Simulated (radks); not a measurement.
Values are calculated unless marked as measured or tabulated.
Tb III, 63 electrons, occupied as [Xe] 4f9.

Code: a radial shooting solver on a logarithmic mesh with Libxc functionals. Model: scalar-relativistic Kohn-Sham, B86b exchange with PBE correlation, spin-polarised, spherical densities, finite nucleus; open shells are filled with parallel spins first; Fermi nuclear charge, rms radius 5.06 fm.

Energy parts (eV):
| part | energy |
|---|---|
| total | -318605.89 |
| kinetic | 342862.79 |
| electron-nucleus | -777705.11 |
| Hartree | 123224.02 |
| exchange-correlation | -6987.59 |

Orbitals (lengths in bohr, moments of r in powers of bohr; <r^-3> diverges for s and p1/2; r(90%) holds 90 % of the orbital's charge):
orbital  occ.  eigenvalue (eV)      <r>  r(90%)  <r^-3>
1s up       1        -51870.15  0.02151  0.0389       -
1s down     1        -51870.15  0.02151  0.0389       -
2s up       1        -8609.728  0.09150   0.142       -
2s down     1        -8609.694  0.09150   0.142       -
2p up       3        -7652.540  0.08088   0.132   12100
2p down     3        -7652.517  0.08088   0.132   12100
3s up       1        -1920.744   0.2394   0.351       -
3s down     1        -1918.906   0.2393   0.351       -
3p up       3        -1625.468   0.2381   0.356    2555
3p down     3        -1623.638   0.2380   0.356    2559
3d up       5        -1240.408   0.2166   0.337   343.4
3d down     5        -1239.010   0.2164   0.337   344.0
4s up       1        -392.9640   0.5416   0.778       -
4s down     1        -388.7365   0.5416   0.778       -
4p up       3        -295.7589   0.5737   0.835   570.3
4p down     3        -291.5663   0.5738   0.835   569.6
4d up       5        -162.2990   0.6238   0.938   64.01
4d down     5        -158.1521   0.6245   0.939   63.83
5s up       1         -62.3210    1.319    1.90       -
5s down     1         -60.1425    1.335    1.93       -
5p up       3         -39.3690    1.550    2.28   74.41
5p down     3         -37.7796    1.576    2.32   70.53
4f up       7         -18.2429   0.8770    1.53   8.383
4f down     2         -14.6544   0.9284    1.66   7.990

The highest occupied level is 4f down at -14.654 eV. The spin density at the nucleus is 1.10 e/bohr^3 (1s 0.01, 2s -0.70, 3s -12.23, 4s 1.92, 5s 12.10). The density falls to 0.001 e/bohr^3 at r = 3.43 bohr. Summed over all electrons, <r^2> = 38.82 bohr^2, which gives a Langevin (diamagnetic) susceptibility term of -30.7 x 10^-6 cm^3/mol. For comparison, the ionisation energy in NIST's Atomic Spectra Database is 21.82 eV (semi-empirical). In exact Kohn-Sham theory the highest level is minus the ionisation energy, but local and semilocal functionals leave it too shallow, through self-interaction and a potential that decays too fast; potentials with the right tail come closer.
